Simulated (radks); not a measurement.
Spin polarisation of the 4d7 shell in the ruthenium ion Ru+. Start: [Kr] 4d(up 3.5, down 3.5); electrons of 4d are moved from spin down to spin up, other shells keep equal spins. Method: scalar-relativistic Kohn-Sham, LDA (Slater exchange, Perdew-Wang correlation), spin-polarised, spherical densities, finite nucleus; Fermi nuclear charge, rms radius of each element as measured or else 0.836 A^(1/3) + 0.57 fm; computed with a radial shooting solver on a logarithmic mesh with Libxc functionals.

moment (Bohr magnetons),E - E(0) (eV),e(4d up) (eV),e(4d down) (eV),4p down minus up (eV)
0,0.000,-12.801,-12.801,0.000
0.75,-0.082,-13.009,-12.574,0.458
1.5,-0.326,-13.199,-12.328,0.916
2.25,-0.735,-13.371,-12.061,1.376
3,-1.309,-13.525,-11.773,1.836

At moment 3 the spin-polarisation energy is -1.309 eV and the 4d exchange splitting 1.752 eV, that is 0.584 eV per Bohr magneton; E = -I m^2/4 would give I = 0.582 eV.
